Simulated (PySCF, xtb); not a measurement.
C₄H₁₁NSi, SMILES N(/CC)=C(/C)[SiH3].

GFN2-xTB run with xtb 6.7.1 at its own geometry gives an orbital gap of 3.06 eV and a dipole moment of 1.60 D.

Geometry: r2SCAN-D4/def2-SVP. The structure was generated by enumeration; whether it is a known compound was not checked. Other conformers were not sampled.

### Question
What does PySCF with M06-2X/def2-TZVP give? (The exact figures need the calculation; the answer reports its results.)

### Answer
gap 8.49 eV (levels -8.17 and 0.31 eV), dipole 2.00 D.
